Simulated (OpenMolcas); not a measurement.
## Cr: effect of the IPEA shift

- Program: OpenMolcas 26.06
- Basis: ANO-RCC-VTZP [6s5p3d2f1g]
- Scalar Hamiltonian: DKH2, point nucleus
- Active space: 6 electrons in 11 orbitals (3d 4s 4d)
- State averaging: 2S+1 = 7 even, 1 root; 2S+1 = 5 even, 6 roots kept (CI in the orbitals of an earlier block)
- Spin-orbit coupling: state interaction with AMFI integrals over the reference wave functions, term energies averaged over their components

Methods on the same reference wave functions:
A. CASSCF
B. SS-CASPT2, IPEA 0 Eh, imaginary shift 0.1 Eh (closed shells correlated: 3s 3p)
C. SS-CASPT2, IPEA 0.25 Eh, imaginary shift 0.1 Eh (closed shells correlated: 3s 3p)

Energies in cm-1 above 3d5 4s 7S3, the measured ground level; measured values from NIST Handbook of Basic Atomic Spectroscopic Data.

```tsv
Level	A	B	C	Measured
3d5 4s 7S3	0.0	0.0	0.0	0.0
3d5 4s 5S2	11579	6658	7443	7593
3d4 4s2 5D0	16501	10365	10218	7751
3d4 4s2 5D1	16564	10429	10281	7811
3d4 4s2 5D2	16692	10556	10409	7927
3d4 4s2 5D3	16883	10747	10600	8095
3d4 4s2 5D4	17137	11002	10854	8308
```

Deviations, from unrounded energies. A percentage is the sum of absolute deviations over the sum of measured energies, with the sign that they share, or ± where signs differ.

```tsv
Against measurement	Levels	A	B	C
mean absolute deviation (cm-1)	6	8000	2400	2100
other terms of the ground configuration (%)	1	+52.5	-12.3	-2.0
other configurations (%)	5	+110.0	+33.1	+31.3
```

C lies closest to measurement on these levels and A furthest from it. The largest miss of C in the table is 3d4 4s2 5D4, by +2500 cm-1. The ranking rests on the paired levels alone, and a cruder setting can come out closer through cancelling errors.

Between B and C the level of the table that moves most is 3d5 4s 5S2, by 780 cm-1 (lowest in B, highest in C).

The lowest spin-free term lies below A's lowest term by 0.413 hartree in B, 0.402 hartree in C.

Terms from blocks run as CI alone lack orbitals of their own. Active for correlation alone: 4d; no level in the range computed is led by a configuration that fills it, so any true level of that kind is missing. Without dynamic correlation excited terms often stand tens of per cent too high (terms of higher spin than the ground term too low), and those without a measured partner can miss by more than the paired ones (holds for A). Computed and measured levels are paired by configuration, term and J; levels that our copy of the source lacks, or whose pairing is in doubt (as where it misses far off the trend of its configuration), stay unpaired and out of the deviations. Levels of configurations outside the active space are missing.
